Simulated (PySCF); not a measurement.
Species: C11H9Cl.
Structure used (PBE0-D3(BJ)/def2-SVP), in Å, numbered top down from 1:
```
atom  x, y, z in Å
C1     2.6728    3.9503    0.6735
C2     2.6637    2.7785    0.3596
C3     2.6320    1.3978    0.0065
C4     3.7943    0.7402   -0.4381
Cl5    5.2800    1.6130   -0.5595
C6     3.7745   -0.6066   -0.7903
C7     2.5814   -1.3139   -0.6937
C8     1.4200   -0.6830   -0.2516
C9     1.4210    0.6669    0.0974
C10    0.1961    1.3710    0.5634
C11   -1.1856    0.8547    0.3025
C12   -0.7001    2.0689   -0.4276
H13    2.6938    4.9909    0.9391
H14    4.6939   -1.0838   -1.1320
H15    2.5593   -2.3729   -0.9608
H16    0.4938   -1.2535   -0.1639
H17    0.3402    1.9114    1.5051
H18   -1.9288    0.9811    1.0935
H19   -1.3030   -0.0675   -0.2721
H20   -0.4513    1.9572   -1.4862
H21   -1.0953    3.0505   -0.1555
```

Level of theory: PySCF, TDDFT CAM-B3LYP/def2-SVPD, vertical, gas phase, core orbitals frozen in the response.

Ground-to-excited transition dipoles (e·a0, same axes as the geometry; the sign carries no meaning), for the states with f of 0.002 or more among the lowest 9:

```
state  E (eV)      μx      μy      μz
   S1   4.870  -0.378  -0.013   0.051
   S2   5.098  -0.039  -1.139  -0.351
   S4   6.048   1.851   0.021  -0.299
   S5   6.148   0.038   1.250   0.274
   S6   6.150   0.159  -0.746  -0.147
   S8   6.854  -0.180   0.670   0.253
   S9   6.928  -0.014  -0.267  -0.023
```

Work out the oscillator strengths.

f = (2/3) ΔE |μ|² with ΔE in hartree (27.2114 eV).

| state | \|μ\|² (au) | \|μ\| (D) | f |
| --- | --- | --- | --- |
| S1 | 0.145 | 0.97 | 0.017 |
| S2 | 1.421 | 3.03 | 0.178 |
| S4 | 3.516 | 4.77 | 0.521 |
| S5 | 1.639 | 3.25 | 0.247 |
| S6 | 0.604 | 1.97 | 0.091 |
| S8 | 0.545 | 1.88 | 0.091 |
| S9 | 0.072 | 0.68 | 0.012 |

What angle do the transition dipoles of S4 and S5 make?

|cos θ| = |μa·μb| / (|μa| |μb|) = 0.01, so θ ≈ 90° (taken between 0 and 90°, since the signs are arbitrary).

What peak molar absorption coefficient would the strongest computed level give as a lone Gaussian band 0.3 eV wide at half height?

ε(max) = 2.175×10⁸ f / FWHM, with the width in cm⁻¹. S4: 2.175×10⁸ × 0.5209 / 2420 ≈ 47000 L mol⁻¹ cm⁻¹.

Hardware: 2 threads of an AMD EPYC 9R45, no GPU, on a shared host. Cost: 54 s wall, 2.1 min CPU (with the writing of density and orbital grids), 2.1 GiB resident at most.

One conformer stands for the species.
